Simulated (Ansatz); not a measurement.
Relaxation of AlH$_{2}$Te (4 atoms, charge 0, multiplicity 2), to a largest force component of 0.015 eV/Å in at most 40 steps.

All numbers below come from UKS PBE-D4/def2-SVP in Ansatz.

```xyz
4
Properties=species:S:1:pos:R:3
Al 0.273 -0.949 -0.114
Te -0.025 1.546 0.302
H 0.307 -1.995 1.083
H 0.583 1.029 1.763
```

Task: Where does it end, and by what steps?

Result: The forces met the threshold. After 5 steps the energy has fallen by 0.099 eV; H4 moved furthest, 0.24 Å.

```
step  energy less start (eV)  largest force component (eV/Å)  accepted
   0                  0.0000                           0.715       yes
   1                 -0.0603                           0.369       yes
   2                 -0.0801                           0.103       yes
   3                 -0.0984                           0.046       yes
   4                 -0.0990                           0.021       yes
   5                 -0.0993                           0.004       yes
```

```xyz
4
Properties=species:S:1:pos:R:3
Al 0.103 -1.037 -0.198
Te 0.119 1.490 0.286
H 0.421 -2.027 1.043
H 0.495 1.204 1.904
```

Run time: 12 s on 1 CPU thread of a shared host.
